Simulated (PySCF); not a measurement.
Fractional electron number in Zn²⁺ (zinc, charge +2)

The 3d beta orbital of [Ar] 3d10 is emptied in steps (occupation f), with all orbitals relaxed, ending at [Ar] 3d9. Calculation: PySCF 2.14, in aug-cc-pVTZ-PP with ECP10MDF (6s6p5d3f2g, 88 functions); a scalar-relativistic core potential. The exact energy is a straight line in f; departures are measured from the line between the end points of the same method.

| f | BHandHLYP (eV) | wB97X (eV) | CAM-B3LYP (eV) |
| --- | --- | --- | --- |
| 1 | 0.000 | 0.000 | 0.000 |
| 0.8 | -0.389 | -0.522 | -0.698 |
| 0.6 | -0.599 | -0.773 | -1.059 |
| 0.4 | -0.614 | -0.766 | -1.071 |
| 0.2 | -0.419 | -0.506 | -0.722 |
| 0 | 0.000 | 0.000 | 0.000 |

| method | E(f=0) − E(f=1) (eV) | −ε at f=1 (eV) | −ε at f=0.4 (eV) |
| --- | --- | --- | --- |
| BHandHLYP | 39.073 | 36.707 | 39.514 |
| wB97X | 39.449 | 36.152 | 40.116 |
| CAM-B3LYP | 39.751 | 35.437 | 40.585 |

Orbital energy along the path (eV):

```
  f  BHandHLYP    wB97X  CAM-B3LYP
  1    -36.707  -36.152    -35.437
0.8    -37.559  -37.525    -37.094
0.6    -38.499  -38.851    -38.811
0.4    -39.514  -40.116    -40.585
0.2    -40.597  -41.369    -42.416
  0    -41.746  -42.592    -44.321
```

Reference removal energy between the ground levels: 39.723 eV (measured; NIST Atomic Spectra Database, ionization energies). The calculation has no spin-orbit coupling.
